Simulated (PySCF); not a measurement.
**Name the molecule from its bond curve**

A diatomic of charge -1 contains Pb. Its quartet curve at PBE0 in a double-zeta basis (scalar-relativistic core potentials, PySCF), in eV from the separated fragments:

(R (Å), E (eV)): (2.159, -0.904), (2.259, -1.137), (2.359, -1.262), (2.435, -1.304), (2.510, -1.315), (2.585, -1.301), (2.686, -1.258), (2.811, -1.180), (2.962, -1.068), (3.163, -0.916)

The fit gives ωe = 367 cm⁻¹ and the rotational constant Bₑ = 0.3118 cm⁻¹.

Which atom is the partner?

The minimum lies at 2.502 Å, so the reduced mass is 16.8576 u Å² cm⁻¹/(Bₑ·Re²) = 8.637 u. With Pb at 207.98 u the partner weighs about 9.0 u: Be. The molecule is BePb⁻.

Spin–orbit coupling is left out, which matters for elements this heavy, above all for dissociation energies. The highest Kohn–Sham level is positive in this anion. Much of that is self-interaction error, but it also means that the finite basis helps to hold the extra electron. The state was picked by a PBE0 search and need not be the measured ground state.
